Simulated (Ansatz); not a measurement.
Cost and result for the atomization energy of `CO[SiH](F)[GeH3]` (12 atoms, 11 bonds).

Cartesian coordinates in Å:
```
C 2.151 -0.418 0.713
O 1.013 0.150 0.097
Si -0.522 -0.324 0.360
F -0.983 0.070 1.844
Ge -1.880 0.817 -1.216
H 3.021 -0.197 0.093
H 2.305 0.012 1.706
H 2.056 -1.505 0.809
H -0.603 -1.810 0.312
H -1.493 0.396 -2.643
H -3.361 0.471 -0.993
H -1.703 2.337 -1.083
```

The species carries charge 0 and has multiplicity 1. Correlated methods include outer-core shells of Ge, which these sets cover unevenly. Scalar relativity is left out up to krypton. The geometry is a stationary point of PBE0-D4/def2-TZVP. It is one conformer, not always the lowest. Program: Ansatz. All runs use 4 threads of an Arm Neoverse V1 on a shared host. Times are those of one run each, without the atoms' runs, and a repeat can differ threefold. Electronic energies, without spin–orbit coupling; frozen cores. CCSD(T)/CBS adds CCSD(T) − MP2 in def2-TZVPP to the MP2 limit, and its time is that of the two runs behind it. T1 = 0.012. With those shells the extrapolation isn't a true limit. B3LYP takes the VWN-RPA correlation (the form of Gaussian; ORCA's B3LYP/G). HSE06 is the plane-wave form, built on full-range PBE exchange.

CCSD(T)/CBS is a level of theory with its own doubt, some kJ/mol a heavy atom from the limit and from the frozen cores, so smaller differences don't rank the functionals.

```json
{"level": "LDA (SPW92)/def2-TZVPP", "functions": "281", "wall time": "1.7 s"}
{"level": "revPBE-D4/def2-TZVPP", "functions": "281", "wall time": "2.7 s"}
{"level": "PBE-D4/def2-TZVPP (with forces)", "functions": "281", "wall time": "3.3 s"}
{"level": "PBE0-D4/def2-TZVPP", "functions": "281", "wall time": "4.4 s"}
{"level": "HSE06-D4/def2-TZVPP", "functions": "281", "wall time": "4.8 s"}
{"level": "B3LYP-D4/def2-TZVPP (with forces)", "functions": "281", "wall time": "7 s"}
{"level": "r2SCANh-D4/def2-TZVPP", "functions": "281", "wall time": "7.5 s"}
{"level": "B2PLYP/def2-TZVPP", "functions": "281", "wall time": "8 s"}
{"level": "ωB97X-V/def2-TZVPP", "functions": "281", "wall time": "11 s"}
{"level": "CCSD(T)/def2-SVP", "functions": "127", "wall time": "15 s"}
{"level": "MP2/def2-QZVPP", "functions": "540", "wall time": "37 s"}
{"level": "CCSD(T)/def2-TZVPP", "functions": "281", "wall time": "7.4 min"}
{"level": "CCSD(T)/CBS(def2)", "functions": "–", "wall time": "8 min"}
```

**Question.** What atomization energy does each give, and how far from CCSD(T)/CBS? (An estimate is asked.)

**Answer.** Computed: 
```
                            level  atomization (kcal/mol)  difference from CCSD(T)/CBS  per bond
           LDA (SPW92)/def2-TZVPP                  1124.8                        128.7      11.7
             revPBE-D4/def2-TZVPP                   971.7                        -24.4      -2.2
  PBE-D4/def2-TZVPP (with forces)                   995.2                         -0.9      -0.1
               PBE0-D4/def2-TZVPP                   981.3                        -14.8      -1.3
              HSE06-D4/def2-TZVPP                   981.6                        -14.5      -1.3
B3LYP-D4/def2-TZVPP (with forces)                   987.4                         -8.7      -0.8
            r2SCANh-D4/def2-TZVPP                   986.5                         -9.6      -0.9
                B2PLYP/def2-TZVPP                   979.2                        -16.9      -1.5
               ωB97X-V/def2-TZVPP                   996.5                          0.4       0.0
                 CCSD(T)/def2-SVP                   926.6                        -69.5      -6.3
                   MP2/def2-QZVPP                   996.1                          0.0       0.0
               CCSD(T)/def2-TZVPP                   971.7                        -24.4      -2.2
                CCSD(T)/CBS(def2)                   996.1                          0.0       0.0
```

From BLYP to BHLYP (50 % exact exchange), in def2-TZVPP and without D4, the atomization energy moves by −13.9 kcal/mol: exact exchange takes away binding that semilocal exchange gives to molecules. Leaving LDA and LC-ωPBE aside and taking each functional with its dispersion term where it has one, the values, not all of them listed here, spread over 32.1 kcal/mol, from BHLYP-D4 to ωB97X-V. LDA lies +135.3 kcal/mol from PBE without D4, its usual overbinding. In def2-TZVPP, CCSD(T) changes the Hartree–Fock value by +240.5 kcal/mol (the triples alone add +12.1 kcal/mol) and MP2 by +250.2 kcal/mol; breaking electron pairs costs correlation energy, which Hartree–Fock lacks.

For some Ge, Se and Sn compounds the MP2-based and the directly extrapolated limit differ by 10 to 25 kJ/mol.
